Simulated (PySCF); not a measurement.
Computed with B3LYP-D3(BJ)/def2-TZVP // PBE0-D4/def2-TZVP run with PySCF. All species are isolated molecules in the gas phase. One relaxed conformer stands for a flexible species; it need not be the lowest. B3LYP has the VWN-RPA correlation part, as in Gaussian. Excitations are Tamm–Dancoff values on a coarser integration grid. The basis has no diffuse functions, so Rydberg states are missing or too high.

Reference species (SMILES): `C=CB` (neutral, multiplicity 1).

```yaml
T1 excitation (TDA): 3.65 eV
S1–T1 gap (TDA): 1.64 eV
S1 oscillator strength: 0.000
```

Changed species: `C(/C)=B\[H]`.

Problem. What does the change do to the T1 excitation (TDA), S1–T1 gap (TDA) and S1 oscillator strength?

Solution. the T1 excitation (TDA) falls by 1.14 eV, to 2.51 eV; the S1–T1 gap (TDA) falls by 1.23 eV, to 0.41 eV; the S1 oscillator strength hardly moves.
